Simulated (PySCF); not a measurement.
B3LYP has the VWN-RPA correlation part, as in Gaussian. Excitations are Tamm–Dancoff values on a coarser integration grid. The basis has no diffuse functions, so Rydberg states are missing or too high.

Cartesian coordinates (Å):
```xyz
29

C     -0.9579     1.1189     2.4939
C     -1.3876     0.7186     1.0760
Si     0.0000     0.0000     0.0000
C      1.4417     1.2299    -0.0915
C      1.0620     2.6267    -0.6015
C     -0.6632    -0.3220    -1.7482
C     -1.7729    -1.3792    -1.8287
C      0.6090    -1.6264     0.7637
C      1.6688    -2.3665    -0.0638
H     -0.5544     0.2589     3.0532
H     -1.7968     1.5255     3.0827
H     -0.1697     1.8895     2.4749
H     -2.2045    -0.0236     1.1240
H     -1.8133     1.5915     0.5487
H      1.8937     1.3038     0.9141
H      2.2259     0.7928    -0.7354
H      0.6334     2.5852    -1.6163
H      1.9310     3.3041    -0.6426
H      0.3084     3.1026     0.0474
H      0.1877    -0.6166    -2.3888
H     -1.0243     0.6371    -2.1608
H     -2.1300    -1.5284    -2.8611
H     -1.4258    -2.3582    -1.4594
H     -2.6471    -1.0964    -1.2196
H     -0.2681    -2.2787     0.9260
H      1.0029    -1.4063     1.7721
H      1.9958    -3.3012     0.4210
H      1.2871    -2.6339    -1.0629
H      2.5681    -1.7477    -0.2174
```
Charge 0, spin multiplicity 1.

Problem. What T1 excitation (TDA), S1 excitation (TDA) and S1 oscillator strength does B3LYP-D3(BJ)/def2-TZVP // B3LYP-D3(BJ)/def2-SVP run with PySCF give?

Solution. 
* **T1 excitation (TDA)**: 7.06 eV
* **S1 excitation (TDA)**: 7.22 eV
* **S1 oscillator strength**: 0.009
